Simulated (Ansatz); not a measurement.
Consider the ligand exchange at a Zn–S bond: `C[S][Zn][S]C` + HBr → `C[S][Zn][Br]` + CH₃SH.

Program: Ansatz. Geometries: PBE0-D4/def2-TZVP. ΔE: electronic, gas phase. CCSD(T)/CBS is the MP2 limit (def2-TZVPP, def2-QZVPP) plus CCSD(T) − MP2 in def2-TZVPP, frozen cores. This one scheme is used for every species. Functionals use def2-TZVPP. HSE06 is defined as in plane-wave codes. For Br, Zn outer-core shells are correlated without core-valence functions, which leaves a few kJ/mol of doubt a bond. Scalar relativity is left out up to krypton. Each species was taken in one conformer, which may not be the lowest.

```tsv
level	ΔE (kJ/mol)
B97M-V	-63.1
r2SCANh-D4	-65.7
r2SCAN0-D4	-69.3
PBE-QIDH	-69.5
r2SCANh	-66.6
HSE06	-67.2
RPA@PBE/def2-TZVPP	-62.8
CCSD(T)/def2-SVP	-72.9
```

(1) What does CCSD(T)/CBS give? (An estimate is asked.)

Largest T1 diagnostic among the species: 0.013.

Results:

(1) Computed: -68.0 kJ/mol. The listed levels differ from it by 4.9, 2.3, -1.3, -1.5, 1.4, 0.8, 5.2, -4.9 kJ/mol.

From r2SCAN to r2SCAN0 (25 % exact exchange), in def2-TZVPP and without D4, ΔE moves by −6.3 kJ/mol. The D4 term adds +3.8 kJ/mol with B3LYP and +2.2 kJ/mol with PBE0; it sums over pairs of atoms, weighted by their polarisabilities, and B3LYP, whose exchange is more repulsive, gets the larger term.

B3LYP here is the variant with VWN-RPA as its local correlation; programs differ in this.
